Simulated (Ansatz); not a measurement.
Ansatz results at the PBE0-D4/def2-TZVP geometry: HOMO–LUMO gap (B3LYP/def2-TZVPP) 5.57 eV; size of the dipole moment (B3LYP/def2-TZVPP) 2.51 D; size of the dipole moment (ωB97M-V/def2-TZVPP) 2.48 D.

Q: Which molecule gave them?
A. `[SiH3][SiH2]OC[S][InH2]`
B. `N=CCC=N`
C. `CC1=N[Si]1(F)F`
D. `OBCCBr`

A: C. The others give `OBCCBr`: 6.92, 2.57, 2.56; `N=CCC=N`: 6.34, 1.26, 1.29; `[SiH3][SiH2]OC[S][InH2]`: 4.87, 1.29, 1.29.

B3LYP here is the variant with VWN-RPA as its local correlation; programs differ in this.
